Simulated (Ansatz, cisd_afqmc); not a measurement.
System: Pb, charge 0, triplet.

Total energies in def2-SVP, 4 correlated electrons, 9 frozen orbitals. Open shells are spin-unrestricted; no spin-orbit coupling. Cores are frozen in correlated methods (noble-gas shells, and filled d and f shells in the p block). Past Kr the def2 sets carry scalar-relativistic core potentials. The Monte Carlo rows (phaseless AFQMC, CISD trial, step 0.005/hartree) carry one-sigma bars that omit the constraint's bias. Outlying blocks are dropped, and bars are widened where a walk drifts. Over all cases where full CI ran beside it in this data, AFQMC minus full CI had a median of +0.1 mEh and passed +0.4 mEh in a tenth of the cases. Spin-orbit terms, left out, reach several kcal/mol for Br and I, and more for heavier atoms.

| method | program | energy (Eh) | minus CCSDTQ (mEh) |
|---|---|---|---|
| HF | Ansatz | -191.83338 | 39.62 |
| MP2 | Ansatz | -191.86186 | 11.14 |
| CCSD | Ansatz | -191.87250 | 0.50 |
| CCSD(T) | Ansatz | -191.87285 | 0.15 |
| CCSDT(Q) | Ansatz | -191.87299 | 0.01 |
| CCSDTQ | Ansatz | -191.87300 | 0.00 |
| AFQMC/CISD | cisd_afqmc | -191.8730 ± 0.0001 | 0.0 ± 0.1 |

Ansatz is a quantum-chemistry and plane-wave program.
